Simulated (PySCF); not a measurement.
How the method moves the HOMO and LUMO of `CC(=O)c1ccsc1`

C6H6OS.
Atom-mapped SMILES: `[CH3:1][C:2](=[O:3])[c:4]1[cH:5][cH:6][s:7][cH:8]1` (hydrogens: H9, H10, H11 on C1; H12 on C5; H13 on C6; H14 on C8)

Structure used (PBE0-D3(BJ)/def2-SVP), in Å, numbered top down from 1:
```
atom  x, y, z in Å
C1    -2.1173   -0.5271   -0.1267
C2    -1.1617    0.6171   -0.3542
O3    -1.5438    1.6976   -0.7474
C4     0.2782    0.3719   -0.0765
C5     0.8720   -0.8364    0.4073
C6     2.2267   -0.7291    0.5608
S7     2.7883    0.8363    0.1181
C8     1.2166    1.3614   -0.2752
H9    -1.8387   -1.3944   -0.7457
H10   -3.1336   -0.2035   -0.3810
H11   -2.0861   -0.8537    0.9248
H12    0.3184   -1.7483    0.6337
H13    2.9279   -1.4858    0.9102
H14    1.0150    2.3689   -0.6373
```

Basis pcSseg-1 throughout (PySCF), one geometry. The structure is a single PBE0-D3(BJ)/def2-SVP conformer in the gas phase; no vibrational or solvent corrections.

Q: How do the orbital energies, the gap and the dipole change with the method?

A: 
```
 method                    kind  HOMO (eV)  LUMO (eV)  gap (eV)  μ (D)  SCF cycles
   BLYP                     GGA      -5.57      -2.20      3.37   3.01          19
    PBE                     GGA      -5.70      -2.37      3.32   2.99          20
   BP86                     GGA      -5.82      -2.48      3.34   3.03          19
    KT3                     GGA      -5.88      -2.32      3.56   2.94          19
    LDA                     LDA      -5.88      -2.61      3.27   3.12          18
    KT2                     GGA      -5.92      -2.35      3.57   2.98          19
  B3LYP           global hybrid      -7.03      -1.66      5.37   3.10          15
   PBE0           global hybrid      -7.28      -1.48      5.79   3.11          14
     HF            Hartree–Fock      -9.29       2.21     11.50   3.39          13
LC-wPBE  range-separated hybrid      -9.85       0.69     10.54   3.08          15
```

The HOMO spans 4.28 eV, from BLYP down to LC-wPBE, and the gap runs from 3.27 eV (LDA) to 11.50 eV (HF). Over the methods BLYP (0 %), PBE (0 %), BP86 (0 %), KT3 (0 %), LDA (0 %), KT2 (0 %), B3LYP (20 %), PBE0 (25 %), HF (100 %), a straight line through the gap against the share of exact exchange rises by 0.81 eV for each 10 % (correlation coefficient 0.998). The dipole ranges from 2.94 D (KT3) to 3.39 D (HF). This basis has no diffuse functions.

The vertical ΔSCF ionisation energy at CAM-B3LYP/def2-SVPD is 9.19 eV; −ε(HOMO) comes closest to it with HF (9.29 eV).
